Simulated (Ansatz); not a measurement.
## Match the barriers

Saddle point of SiH₂SeF₄, closed shell (SiF₄ ([F][Si]([F])([F])[F]) + H₂Se → SiHSeF₃ ([F][Si]([F])([F])[SeH]) + HF; bonds formed: Si1–Se7, F2–H6; bonds broken: Si1–F2, H6–Se7), PBE0-D4/def2-TZVP structure:

| atom | x (Å) | y (Å) | z (Å) |
| --- | --- | --- | --- |
| Si1 | -0.6743 | -0.0793 | -0.3286 |
| F2 | 0.8780 | -0.7401 | -1.0415 |
| F3 | -1.0581 | -1.5606 | 0.0684 |
| F4 | -1.7833 | 0.6807 | 0.5437 |
| F5 | -1.0756 | 0.4448 | -1.7619 |
| H6 | 1.5408 | -0.0246 | -0.2746 |
| Se7 | 1.1188 | 1.1318 | 0.8519 |
| H8 | 1.0537 | 0.1474 | 1.9425 |

Ansatz 0.2.0; basis: def2-TZVPP, with def2-QZVPP for the basis limit; cores frozen in the correlated methods. Filled d shells of the heavier atoms are correlated. The def2 sets are not built for correlating such inner shells, so the correlated values are less sure here. Extrapolation: Hartree–Fock as exp(−7.88 √X), correlation as X^−2.97. Four methods, as single points on the PBE0-D4 structures, gave these electronic barriers from the start structure: 35.11, 40.99, 52.19, 69.14 kcal/mol.

(1) The methods were, in alphabetical order, BHLYP-D4, HF, PBE-D4, PBE0-D4. Which gave which? (Judge from chemistry; the calculation decides.)

No T1 diagnostic of these runs exceeds 0.012.

Results:

(1) By the calculation: PBE-D4 35.11; PBE0-D4 40.99; BHLYP-D4 52.19; HF 69.14 kcal/mol. For comparison, CCSD(T) at an estimated basis limit (MP2 extrapolated from triple and quadruple zeta, plus CCSD(T) − MP2 in triple zeta) gives 46.88 kcal/mol.

Labels in which every atom is bracketed show which atoms are joined, not bond orders.

For scale, one of the runs: CCSD(T)/def2-TZVPP, 242 basis functions, launched by `ansatz run in.yaml --threads 8 --pin off --events-out ev --progress --plain --max-ram 19148MiB`. Hardware: 8 CPU threads of an Arm Neoverse V1, shared host. Wall time 3.5 min; peak host memory 5.4 GiB.
